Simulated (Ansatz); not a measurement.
Geometry optimisation, RKS B3LYP-D4/def2-SVP in Ansatz.

The input (input.yaml):

```yaml
crystal:
  periodic: [false, false, false]
  atoms:
    - { symbol: Si, position_ang: [-0.527648, 0.129654, 0.213173] }
    - { symbol: F, position_ang: [1.403909, -2.13652, 0.391787] }
    - { symbol: H, position_ang: [-1.106423, -1.049062, -0.472145] }
    - { symbol: H, position_ang: [-0.191188, -0.066487, 1.639547] }
    - { symbol: O, position_ang: [-1.571689, 1.425275, 0.207891] }
    - { symbol: H, position_ang: [1.700573, -1.591464, -0.277533] }
    - { symbol: O, position_ang: [0.891368, 0.472092, -0.718119] }
    - { symbol: H, position_ang: [-2.026109, 1.621947, -0.620653] }
    - { symbol: H, position_ang: [1.427007, 1.194464, -0.364049] }
basis:
  gaussian: { orbitals: def2-SVP }
hamiltonian:
  xc: b3lyp
  dispersion: d4
relax:
  f_tol: 0.03
  max_steps: 50
output:
  orbitals: {}
```

Run as:

```bash
$ ansatz run input.yaml --threads 2 --pin off --max-ram 3072MiB --backend cpu --events-out ev --progress --plain --runs-dir out
```

**Question.** Where does it end, and by what steps?

**Answer.** The run converged. After 7 steps the energy has fallen by 0.182 eV; H6 moved furthest, 0.35 Å.

| step | energy less start (eV) | largest force component (eV/Å) | accepted |
| --- | --- | --- | --- |
| 0 | 0.0000 | 0.913 | yes |
| 1 | -0.0919 | 0.981 | yes |
| 2 | -0.1541 | 0.875 | yes |
| 3 | -0.1313 | 1.881 | no |
| 4 | -0.1764 | 0.136 | yes |
| 5 | -0.1805 | 0.078 | yes |
| 6 | -0.1642 | 0.481 | no |
| 7 | -0.1815 | 0.027 | yes |

```xyz
9
Properties=species:S:1:pos:R:3
Si -0.575 0.099 0.280
F 1.631 -2.104 0.134
H -1.210 -1.088 -0.335
H -0.312 -0.027 1.730
O -1.505 1.466 0.130
H 1.575 -1.266 -0.296
O 0.877 0.264 -0.577
H -1.914 1.635 -0.727
H 1.431 1.021 -0.340
```

The run took 15 s on 2 threads of Arm Neoverse V1, on a shared host, peak memory 0.16 GiB.
